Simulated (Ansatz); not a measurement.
Input file for Ansatz (an electronic-structure program): U-r2SCAN/def2-TZVPP on Cl (SMILES [Cl]).

Ansatz 0.2 input:
```yaml
crystal:
  periodic: [false, false, false]
  atoms:
    - {symbol: Cl, position_ang: [0.00000000, 0.00000000, 0.00000000]}
basis:
  gaussian:
    orbitals: def2-TZVPP
hamiltonian:
  xc: {name: r2SCAN}
magnetization: {spin_polarized: true, initial_magnetization: 1}
```

Output:

```
WARN ansatz: RAYON_NUM_THREADS=4 ignored (pool sized by the plan → 4); use --threads N
Functional definition: r2SCAN
integrals: 0.00 GiB planned
294 factors; their error is unknown
mean field: 0.14 GiB planned
mean field evaluation 1: about -12520.2826 eV, gradient 5.4e0 eV
mean field evaluation 2: about -12520.4112 eV, gradient 2.1e0 eV
mean field evaluation 4: about -12520.4270 eV, gradient 8.0e-2 eV
mean field evaluation 8: about -12520.4195 eV, gradient 7.4e-4 eV
mean field evaluation 16: about -12520.4204 eV, gradient 6.0e-4 eV
mean field -12520.41952787 eV, -460.1169310040 hartree, gradient 4.6e-6 eV, S^2 0.755652; 1 other end points of the search recorded, 0 dependent functions left out
reference -12520.41953319 eV, -460.1169311995 hartree; 9, 8 occupied and 33, 34 virtual orbitals, 294 factors
Total energy: -12520.41953319 eV, -460.1169311995 hartree
```

The calculation finished and met its thresholds.

Cost: around 1.1 core-seconds (rough).
